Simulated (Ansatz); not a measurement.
RuF3. Charge 0, multiplicity 2. Geometry PBE0-D4/def2-TZVP.

Cartesian coordinates in Å:
```
Ru -0.162 -0.041 -0.009
F 1.027 -0.082 1.372
F 1.044 0.590 -1.221
F -1.909 -0.468 -0.142
```

In the def2 sets Ru takes a core potential; there is no spin–orbit coupling. At PBE-D4/def2-TZVP, r2SCAN-D4/def2-TZVP, PBE0-D4/def2-TZVP, r2SCAN0-D4/def2-TZVP and others the charge 0 doublet is spin-contaminated (final ⟨S²⟩ up to 1.52, 0.75 for a pure state). Another isomer (quartet) lies 0.69 eV lower at PBE0-D4/def2-TZVP; other spin states weren't run for this one.

(1) Estimate the α-spin orbital energies around the gap (eV) in Ansatz with PBE-D4/def2-TZVP, r2SCAN-D4/def2-TZVP, PBE0-D4/def2-TZVP, r2SCAN0-D4/def2-TZVP, CAM-B3LYP-D4/def2-TZVP.

## Answers

(1) 
```tsv
orbital	PBE-D4/def2-TZVP	r2SCAN-D4/def2-TZVP	PBE0-D4/def2-TZVP	r2SCAN0-D4/def2-TZVP	CAM-B3LYP-D4/def2-TZVP
HOMO−5	-10.93	-11.37	-12.61	-12.87	-14.16
HOMO−4	-10.84	-11.31	-12.41	-12.67	-13.99
HOMO−3	-10.25	-10.65	-11.77	-12.10	-13.31
HOMO−2	-6.85	-7.48	-9.18	-9.75	-10.69
HOMO−1	-6.66	-7.19	-8.58	-8.91	-10.20
HOMO	-6.41	-6.91	-8.35	-8.68	-9.95
LUMO	-5.68	-5.72	-4.39	-4.37	-3.26
LUMO+1	-4.83	-4.91	-3.55	-3.54	-2.45
LUMO+2	-1.13	-0.66	-0.42	-0.12	0.29
LUMO+3	-0.25	0.14	0.03	0.28	0.64
LUMO+4	0.40	1.00	0.97	1.35	1.43
LUMO+5	0.85	1.56	1.48	1.93	1.92
β HOMO	-6.10	-6.59	-8.07	-8.45	-9.71
β LUMO	-5.41	-5.17	-4.37	-4.20	-3.39
```
